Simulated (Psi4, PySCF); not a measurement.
PySCF was given this input:
```python
from pyscf import gto, scf, dft

mol = gto.Mole()
mol.atom = '''
    O    -0.00000000   -0.00000000   -0.97801093
    S     0.00000000    0.00000000    0.48900547
'''
mol.basis = 'def2-tzvp'
mol.spin = 2
mol.verbose = 4
mol.build()

mf = dft.UKS(mol)
mf.xc = 'camb3lyp'
mf.grids.atom_grid = (99, 590)
mf.grids.prune = None
mf.kernel()
```

### Question
Write the same job for Psi4.

### Answer
Several could match; the one computed here: 
```
memory 2 GB

molecule {
0 3
O    -0.00000000   -0.00000000   -0.97801093
S     0.00000000    0.00000000    0.48900547
}

set {
  basis def2-tzvp
  reference uks
  scf_type pk
  puream true
  d_convergence 1e-8
  dft_radial_points 99
  dft_spherical_points 590
}

energy('cam-b3lyp')
print_variables()
```

Both were run: PySCF gave -473.400182 Eh and Psi4 -473.400182 Eh, 0.000 mEh apart.
